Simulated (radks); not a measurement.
Gd25+, configuration [Kr] 4d3 (the NIST ground configuration). Method: scalar-relativistic Kohn-Sham, r2SCAN, spin-polarised, spherical densities, finite nucleus; open shells are filled with parallel spins first (spin-orbit coupling, left out, can overturn this in heavy ions); meta-GGA in the generalised Kohn-Sham scheme; Fermi nuclear charge, rms radius 5.1569 fm; computed with a radial shooting solver on a logarithmic mesh with Libxc functionals.

Unscreened Slater integrals over Kohn-Sham orbitals (eV). They are taken over the spin-up orbitals. Empty in this configuration: 5s.

F0(4d,4d): 45.214
F2(4d,4d): 23.234
F4(4d,4d): 15.819
F0(4d,4p): 45.558
F2(4d,4p): 23.578
G1(4d,4p): 29.556
G3(4d,4p): 18.881
F0(4d,4s): 46.249
G2(4d,4s): 23.325
F0(4d,3d): 58.328
F2(4d,3d): 16.298
F4(4d,3d): 8.0403
G0(4d,3d): 5.2408
G2(4d,3d): 6.5475
G4(4d,3d): 5.1255
F0(4d,5s): 31.475
G2(4d,5s): 3.6410
F0(4p,4p): 46.007
F2(4p,4p): 24.198
F0(4p,4s): 46.707
G1(4p,4s): 31.802
F0(4p,3d): 58.536
F2(4p,3d): 16.142
G1(4p,3d): 5.2201
G3(4p,3d): 5.2321
F0(4p,5s): 31.596
G1(4p,5s): 3.1868
F0(4s,4s): 47.465
F0(4s,3d): 59.800
G2(4s,3d): 5.3905
F0(4s,5s): 31.802
G0(4s,5s): 2.3330
F0(3d,3d): 112.77
F2(3d,3d): 57.284
F4(3d,3d): 36.810
F0(3d,5s): 35.959
G2(3d,5s): 1.7126
F0(5s,5s): 26.497

Derived for the open shells (J is the average intra-shell exchange parameter used in DFT+U). 4d: Racah B = F2/49 - 5 F4/441 = 0.2948 eV, C = 35 F4/441 = 1.256 eV, C/B = 4.26, F4/F2 = 0.681, J = (F2 + F4)/14 = 2.790 eV.
